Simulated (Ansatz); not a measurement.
Computed with Ansatz on PBE0-D4/def2-TZVP structures; ΔE is electronic, products minus reactants. CCSD(T)/CBS adds triple-zeta CCSD(T) − MP2 to the extrapolated MP2 energy (def2 sets, frozen cores). This one scheme is used for every species. DFT in def2-TZVPP. For Ge outer-core shells are correlated without core-valence functions, which leaves a few kJ/mol of doubt a bond. Scalar relativity is left out up to krypton. One conformer a species, not always the lowest.

Consider the redistribution: `[F][Ge][Cl]` + `CB(O)O` → `[OH][Ge][Cl]` + `CB(O)F`.

```csv
species,BLYP-D4 energy (Eh)
`[F][Ge][Cl]`,-2637.25730
`CB(O)O`,-216.57342
`[OH][Ge][Cl]`,-2613.21591
`CB(O)F`,-240.61838
```

Work out ΔE.

ΔE = (-2613.21591) + (-240.61838) − (-2637.25730) − (-216.57342) = -0.00357 Eh = -0.10 eV. CCSD(T)/CBS gives -0.14 eV.

What do rigid-rotor, harmonic-oscillator terms from PBE0-D4/def2-TZVP frequencies (298.15 K, 1 bar) make of the CCSD(T)/CBS value? (Best estimate.)

The calculation gave: ΔZPE = 0.00 eV, ΔH = -0.15 eV, ΔS = -6 J/(mol·K), ΔG = -0.13 eV. Modes under 50 cm⁻¹ make the entropy rough.

Largest T1 diagnostic among the species: 0.014.

From BLYP to BHLYP (50 % exact exchange), in def2-TZVPP and without D4, ΔE moves by −0.04 eV. Leaving LDA and LC-ωPBE aside and taking each functional with its dispersion term where it has one, the values, not all of them listed here, spread over 0.06 eV, from PBE-QIDH to BLYP-D4. LDA lies −0.03 eV from PBE without D4.
